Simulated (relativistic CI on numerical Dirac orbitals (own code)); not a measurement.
## What each ingredient does to the levels of V V

Base calculation: Dirac-Coulomb-Breit CI, orbitals from a KLI potential per configuration, model QED, valence Slater integrals scaled by 0.85, P86 correlation energy added to each configuration.

CI space (outside the closed core [Ne]): 3s2 3p6 3d, 3s2 3p6 4s, 3s2 3p5 3d2, 3s2 3p6 4p, 3s2 3p6 4d, 3s2 3p6 5s, 3s2 3p6 4f, 3s2 3p6 5p, 3s 3p6 3d2, 3s2 3p6 5d, 3s2 3p6 6s, 3s2 3p6 5f, 3s2 3p6 6p, 3s2 3p6 5g, 3s2 3p6 6d, 3s2 3p6 7s, 3s2 3p6 7p, 3s2 3p5 3d 4s, 3s2 3p5 3d 4p, 3p6 3d3, 3p5 3d4. Double excitations out of closed p, d and f shells are left out; levels of such configurations are missing from the list, as are those of other unlisted configurations, and high levels can miss mixing partners. These lack a partner that the ground configuration has and come out too high: 3s2 3p5 3d 4s, 3s2 3p5 3d 4p.

Variants: (1) Slater integrals left unscaled; (2) valence Slater integrals scaled by 0.75; (3) only the first 3 configurations. Shifts of the energy above 3s2 3p6 3d 2D_3/2, in cm⁻¹, for the lowest level and the first level of each name with at least 55 % of one term (blank where a level changes its place among those of its configuration and J or its character, or is not in the variant):

```
               Level    Base   Δ(1)   Δ(2)   Δ(3)  Measured
   3s2 3p6 3d 2D_3/2       0      0      0      0         0
   3s2 3p6 3d 2D_5/2     587      0      0     +3       625
   3s2 3p6 4s 2S_1/2  151060   -707   +441  +2266    148143
  3s2 3p6 4p 2P°_1/2  210898    -25    +30           206394
  3s2 3p6 4p 2P°_3/2  212111    -24    +29           207660
 3s2 3p5 3d2 4D°_1/2  294798  -7738  +5179   -784          
 3s2 3p5 3d2 4D°_3/2  295165  -7724  +5169   -784          
 3s2 3p5 3d2 4D°_5/2  295783  -7702  +5152   -784          
 3s2 3p5 3d2 4D°_7/2  296687  -7681  +5136   -783          
   3s2 3p6 4d 2D_3/2  297429    -40    +33           293903
   3s2 3p6 4d 2D_5/2  297571    -36    +31           294047
3s2 3p5 3d2 4G°_11/2  309330  -5060  +3398   -785          
 3s2 3p5 3d2 4G°_9/2  310533  -5003  +3348   -785          
 3s2 3p5 3d2 4P°_5/2  311529  -4818  +3233   -774          
 3s2 3p5 3d2 4G°_7/2  311804  -4976  +3321   -784          
 3s2 3p5 3d2 4G°_5/2  313033  -4969  +3305   -781          
 3s2 3p5 3d2 4P°_3/2  313176  -4798  +3214   -774          
 3s2 3p5 3d2 4P°_1/2  314295  -4801  +3216   -774          
 3s2 3p5 3d2 4F°_3/2  320009  -3379  +2263   -785          
 3s2 3p5 3d2 4F°_9/2  320267  -3427  +2304   -786          
 3s2 3p5 3d2 4F°_5/2  320315  -3399  +2276   -775          
 3s2 3p5 3d2 4F°_7/2  320845  -3489  +2354   -781
```

At this charge configurations can still be misplaced by up to about 7 % of their energy. 27 of the 48 excited levels that our extract of the measured tables holds in this range could be paired (the sources list more); they are missed by 3819 cm⁻¹ on average and 9722 at most, and levels without a partner can miss by more.

Measured levels: Sugar and Corliss, J. Phys. Chem. Ref. Data 7, 1191 (1978).

Ionisation energy from the two ground configurations alone: base 65.55 eV. The NIST ASD value (measured) is 65.2816 eV.
